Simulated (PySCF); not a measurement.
# Telling isomers of C4H8BFO2 apart by NMR

- geometry from PBE0-D3(BJ)/def2-SVP
- J: B3LYP/pcJ-1 (spin–dipole term left out of most H,H and C,H couplings)
- NMR shieldings at PBE0/pcSseg-1/GIAO
- program: PySCF 2.14.0 with density-fitted response routines
- one averaged value for each set of equivalent atoms, one computed conformer, relativity neglected, isolated molecule

References, each an isolated molecule treated in the same way: ¹H (σ = 31.27 ppm), ¹³C (σ = 184.41 ppm) vs TMS. Multiplet labels drop J under 1 Hz and among equivalent protons, and merge close values. Unscaled 3J(H,H) run several per cent high. One-bond C–F couplings are unscaled and too large by tens of Hz. Carbons bonded to boron are broad in practice. Shifts are as computed. Against solution values, carbons near 30 ppm lie about +2 ppm off and those near 130 ppm about +5 ppm. Of 1313 compounds with measured shifts, 239 miss one by over three times the rms of a fit or turn the order of signals round; such compounds aren't used in these exercises.

(1) Tabulate the signals of `CB1OCC(F)CO1`, `COB(/C=C/F)OC` and their relative energies.

(2) What is the quickest way to tell CB1OCC(F)CO1 from COB(/C=C/F)OC?

## Answers

(1) 
```tsv
SMILES	carbon types	δC	δH	E rel. (kcal/mol)
CB1OCC(F)CO1	1×CH 2×CH2 1×CH3	83.7, 66.0, -2.3	4.39 (dtt, 1H), 4.14 (dd, 2H), 3.73 (ddd, 2H), 0.19 (s, 3H)	0.0
COB(/C=C/F)OC	2×CH 2×CH3	176.2, 100.1, 52.2	7.24 (dd, 1H), 5.16 (dd, 1H), 3.61 (s, 6H)	23.4
```

Energies are electronic energies at PBE0/pcSseg-1 on these geometries, without zero-point or thermal terms, each for the one conformer computed, which needn't be the lowest.

(2) Both give the same number of carbon signals, but DEPT or the intensities differ. The first has an sp3 CH2 bonded to O at 66.0 ppm, the second an alkene CH at 176.2 ppm. Their most deshielded carbons lie at 83.7 and 176.2 ppm. In the proton spectra the most deshielded non-exchanging signals are 4.39 (dtt, J = 56.2, 11.1, 6.0 Hz, 1H) and 7.24 (dd, J = 96.0, 13.0 Hz, 1H).
